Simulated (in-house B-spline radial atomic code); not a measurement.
LDA VWN5 excitations of Rb+

Method: LDA VWN5. Computed with an all-electron radial atomic-structure program (B-spline basis): linear response of the closed shell [Ar] 3d10 4s2 4p6 with the functional's adiabatic kernel; scalar-relativistic (spin-free one-electron X2C), finite nucleus, no spin-orbit coupling, no double excitations, S, P, D and F terms only; shells from n = 2 respond. Only terms of natural parity with L up to 3 were computed.

Command:
```bash
python run_td.py task.json out
```
Settings (radii: box in bohr, nucleus in fm):
```
Z                        37
electrons                36
configuration            [Ar] 3d10 4s2 4p6
hamiltonian              x2c
method                   lda,vwn
box_radius               41.61
rms_radius               4.2036
intervals                75
```

Run time, properties included: 2.4 s on 1 thread of Arm Neoverse N1 (shared host).

The lowest states, in the order of their Tamm-Dancoff energies; the method's threshold (minus the highest occupied level) is 21.792 eV. Labels give the largest channel, * marks a mixed state, and oscillator strengths are full-response dipole values. Semilocal kernels can invert the small singlet-triplet splittings of Rydberg terms. Energies in eV:

```csv
state,full response,Tamm-Dancoff,oscillator strength
4p → 5s 3P,?,?,-
4p → 5s 1P,15.850,15.861,0.429
4p → 4d 3P,17.286,17.314,-
4p → 4d 3F,17.535,17.555,-
4p → 5p 3S,?,?,-
4p → 4d 1F,18.121,18.132,-
4p → 5p 3D,18.192,18.194,-
4p → 5p 1D,18.233,18.238,-
4p → 5p 1S,18.798,18.858,-
4p → 4d 1P,19.478,19.591,1.2
4p → 6s 3P,19.821,19.821,-
4p → 6s 1P,19.860,19.862,0.103
4p → 6p 3S,20.330,20.331,-
```

Question: Where does 4p → 5s 3P lie?

Answer: At 15.600 eV in full response, 15.606 eV in Tamm-Dancoff.

Question: Where does 4p → 5p 3S lie?

Answer: At 18.031 eV in full response, 18.038 eV in Tamm-Dancoff.

Question: How large is the singlet-triplet splitting of 4p → 5s (P terms) in Tamm-Dancoff?

Answer: 0.255 eV, from the unrounded values.

Question: What polarisabilities and dispersion coefficient does the method give?

Answer: Dipole 9.464 bohr³, quadrupole 38.45 bohr⁵, C6 57.62 hartree·bohr⁶ for two such species.
